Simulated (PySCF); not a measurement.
The dipole of `C1C(C1)n1cpc(c1)C` from its density and from atomic charges.

Coordinates (GFN2-xTB, Å) and charges (e) from the PBE0/pcSseg-1 density (PySCF):

```json
{"atom": "C1", "x": "3.347", "y": "0.024", "z": "-0.291", "Mulliken": "-0.1344", "IAO": "-0.4184", "Hirshfeld": "-0.1233", "ESP-fitted": "-0.5506"}
{"atom": "C2", "x": "1.956", "y": "0.478", "z": "0.014", "Mulliken": "-0.6598", "IAO": "-0.2346", "Hirshfeld": "-0.0814", "ESP-fitted": "+0.2535"}
{"atom": "C3", "x": "0.882", "y": "-0.352", "z": "0.128", "Mulliken": "+0.2932", "IAO": "-0.1140", "Hirshfeld": "-0.0356", "ESP-fitted": "-0.3313"}
{"atom": "N4", "x": "-0.281", "y": "0.290", "z": "0.415", "Mulliken": "-0.5459", "IAO": "-0.0440", "Hirshfeld": "+0.0024", "ESP-fitted": "+0.0564"}
{"atom": "C5", "x": "-1.526", "y": "-0.378", "z": "0.597", "Mulliken": "-0.0344", "IAO": "-0.0465", "Hirshfeld": "+0.0152", "ESP-fitted": "-0.0322"}
{"atom": "C6", "x": "-2.056", "y": "-1.240", "z": "-0.510", "Mulliken": "-0.1969", "IAO": "-0.2942", "Hirshfeld": "-0.0844", "ESP-fitted": "-0.2354"}
{"atom": "C7", "x": "-2.717", "y": "0.068", "z": "-0.198", "Mulliken": "-0.1961", "IAO": "-0.2926", "Hirshfeld": "-0.0831", "ESP-fitted": "-0.3498"}
{"atom": "C8", "x": "-0.124", "y": "1.628", "z": "0.533", "Mulliken": "-0.1311", "IAO": "-0.3310", "Hirshfeld": "-0.0863", "ESP-fitted": "-0.1768"}
{"atom": "P9", "x": "1.485", "y": "2.167", "z": "0.283", "Mulliken": "+0.3317", "IAO": "+0.2239", "Hirshfeld": "-0.0134", "ESP-fitted": "-0.2245"}
{"atom": "H10", "x": "4.020", "y": "0.274", "z": "0.529", "Mulliken": "+0.1289", "IAO": "+0.1526", "Hirshfeld": "+0.0423", "ESP-fitted": "+0.1653"}
{"atom": "H11", "x": "3.370", "y": "-1.054", "z": "-0.444", "Mulliken": "+0.1045", "IAO": "+0.1411", "Hirshfeld": "+0.0422", "ESP-fitted": "+0.1404"}
{"atom": "H12", "x": "3.724", "y": "0.513", "z": "-1.189", "Mulliken": "+0.1271", "IAO": "+0.1519", "Hirshfeld": "+0.0422", "ESP-fitted": "+0.1715"}
{"atom": "H13", "x": "0.876", "y": "-1.423", "z": "0.016", "Mulliken": "+0.0946", "IAO": "+0.1526", "Hirshfeld": "+0.0505", "ESP-fitted": "+0.1872"}
{"atom": "H14", "x": "-1.696", "y": "-0.706", "z": "1.620", "Mulliken": "+0.1412", "IAO": "+0.1533", "Hirshfeld": "+0.0521", "ESP-fitted": "+0.1372"}
{"atom": "H15", "x": "-2.559", "y": "-2.158", "z": "-0.249", "Mulliken": "+0.1355", "IAO": "+0.1562", "Hirshfeld": "+0.0540", "ESP-fitted": "+0.1279"}
{"atom": "H16", "x": "-1.472", "y": "-1.302", "z": "-1.416", "Mulliken": "+0.1455", "IAO": "+0.1612", "Hirshfeld": "+0.0534", "ESP-fitted": "+0.1522"}
{"atom": "H17", "x": "-2.576", "y": "0.880", "z": "-0.895", "Mulliken": "+0.1469", "IAO": "+0.1622", "Hirshfeld": "+0.0538", "ESP-fitted": "+0.1732"}
{"atom": "H18", "x": "-3.682", "y": "0.065", "z": "0.284", "Mulliken": "+0.1355", "IAO": "+0.1569", "Hirshfeld": "+0.0548", "ESP-fitted": "+0.1595"}
{"atom": "H19", "x": "-0.980", "y": "2.235", "z": "0.767", "Mulliken": "+0.1140", "IAO": "+0.1636", "Hirshfeld": "+0.0450", "ESP-fitted": "+0.1762"}
```

**Question.** Compute μ = Σ q r for each scheme (1 e·Å = 4.803 D) and compare with the dipole of the full density.

**Answer.** The full density gives (-2.61, -2.67, -0.07) D, 3.74 D in size; dipole vectors point from the negative to the positive end.

```tsv
scheme	μx	μy	μz	size (D)	share of the full size (%)	angle to the full dipole (°)
Mulliken	-0.93	-0.79	-0.77	1.44	39	32
IAO	-1.77	-0.81	0.00	1.95	52	21
Hirshfeld	-1.98	-1.25	0.01	2.34	63	14
ESP-fitted	-2.56	-2.63	-0.09	3.67	98	0
```

**Question.** Which set comes closest?

**Answer.** Length of the difference vector: ESP-fitted 0.07 D, Hirshfeld 1.56 D, IAO 2.04 D, Mulliken 2.62 D. Closest: ESP-fitted. 

**Question.** What is left for the Hirshfeld atoms' own dipoles?

**Answer.** The Hirshfeld atoms' densities add up to the full density, so μ = Σ q r + Σ (atomic dipoles). The atomic dipoles sum to (-2.61, -2.67, -0.07) − (-1.98, -1.25, 0.01) = (-0.63, -1.42, -0.08) D, 1.56 D in size.

**Question.** With the origin at the mean of the coordinates, (-0.001, 0.000, 0.000) Å, which are the largest single terms, by size, of the Hirshfeld dipole along the direction of the full one?

**Answer.** C1 +1.39, C6 -0.95, H15 +0.87, C7 -0.74, C2 +0.67 D; all 19 atoms together +2.28 D. The single terms depend on the origin, their sum doesn't.

**Question.** Give the size of the full dipole in other units.

**Answer.** 3.74 D = 1.470 au = 0.778 e·Å = 12.46 × 10⁻³⁰ C·m.

One conformer (not necessarily the lowest) at the GFN2-xTB geometry, without solvent, vibrations or thermal averaging.

The values belong to the conformer `[CH3:1][c:2]1[cH:3][n:4]([CH:5]2[CH2:6][CH2:7]2)[cH:8][p:9]1`: C3–N4–C5–C6 -57°.
